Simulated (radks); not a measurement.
Spherical jellium clusters: N electrons in a uniform positive sphere of charge N and radius rs N^(1/3), rs = 5.5 bohr. Calculated with a radial shooting solver with Libxc functionals: non-relativistic Kohn-Sham, LDA (Slater exchange, Perdew-Wang correlation), spin-polarised, spherical densities. Levels are named by radial order and angular momentum (1s, 1p, 1d, 2s, ...), and open shells are averaged over m.

N = 31, configuration 1s2 1p6 1d10 2s2 1f(up 7, down 4). This is the lowest configuration that the search found. Occupied and some empty levels:

level,occupation,eigenvalue (eV),<r> (bohr)
1s up,1,-3.6473,10.23
1s down,1,-3.5936,9.831
1p up,3,-3.3122,12.23
1p down,3,-3.2314,12.08
1d up,5,-2.8973,13.38
1d down,5,-2.8052,13.33
2s up,1,-2.7245,10.15
2s down,1,-2.6825,10.42
1f up,7,-2.3987,14.23
1f down,4,-2.3030,14.24
2p up,0,-2.0394,11.42
2p down,0,-2.0003,11.48
1g up,0,-1.8230,14.96
1g down,0,-1.7283,15.01
2d up,0,-1.3405,13.17
2d down,0,-1.2955,13.19

Energy (eV): total -56.4927, kinetic 30.726, external -1811.4, Hartree 904.16, exchange-correlation -88.131, background 908.12.
